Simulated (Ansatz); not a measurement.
The cluster B₂As₂. Charge 0, multiplicity 1. Geometry B3LYP-D4/def2-SVP.

```xyz
4

B     0.974   -0.307    0.493
B     0.606    0.304   -0.911
As   -1.170    0.628   -1.238
As   -0.411   -0.625    1.655
```

B3LYP takes the VWN-RPA correlation. The restricted singlet is unstable towards broken spin symmetry in Hartree–Fock (as tested in another run); at PBE-D4/def2-TZVP, r2SCAN-D4/def2-TZVP, B3LYP-D4/def2-TZVP, PBE0-D4/def2-TZVP and others this wasn't settled. Another isomer (triplet) lies 1.68 eV lower at PBE0-D4/def2-TZVP; other spin states weren't run for this one.

(1) Estimate the orbital energies around the gap (eV) in Ansatz with PBE-D4/def2-TZVP, r2SCAN-D4/def2-TZVP, B3LYP-D4/def2-TZVP, PBE0-D4/def2-TZVP, r2SCAN0-D4/def2-TZVP.

Results:

(1) 
```
orbital  PBE-D4/def2-TZVP  r2SCAN-D4/def2-TZVP  B3LYP-D4/def2-TZVP  PBE0-D4/def2-TZVP  r2SCAN0-D4/def2-TZVP
 HOMO−9            -41.20               -42.11              -44.67             -45.50                -46.19
 HOMO−8            -41.20               -42.11              -44.67             -45.50                -46.19
 HOMO−7            -16.21               -16.96              -17.80             -18.26                -18.74
 HOMO−6            -14.71               -15.30              -16.14             -16.49                -16.86
 HOMO−5            -11.44               -12.01              -12.75             -13.08                -13.44
 HOMO−4             -8.06                -8.42               -8.98              -9.24                 -9.46
 HOMO−3             -7.39                -7.64               -8.17              -8.40                 -8.59
 HOMO−2             -7.13                -7.42               -7.81              -8.04                 -8.22
 HOMO−1             -6.79                -7.07               -7.54              -7.84                 -8.02
   HOMO             -5.08                -5.28               -5.72              -5.94                 -6.07
   LUMO             -4.47                -4.47               -3.89              -3.73                 -3.74
 LUMO+1             -3.63                -3.53               -2.99              -2.82                 -2.78
 LUMO+2             -3.08                -3.06               -2.52              -2.41                 -2.41
 LUMO+3             -2.62                -2.47               -1.92              -1.74                 -1.66
 LUMO+4              0.16                 0.48                0.89               1.07                  1.27
 LUMO+5              1.29                 2.02                1.68               1.93                  2.36
```
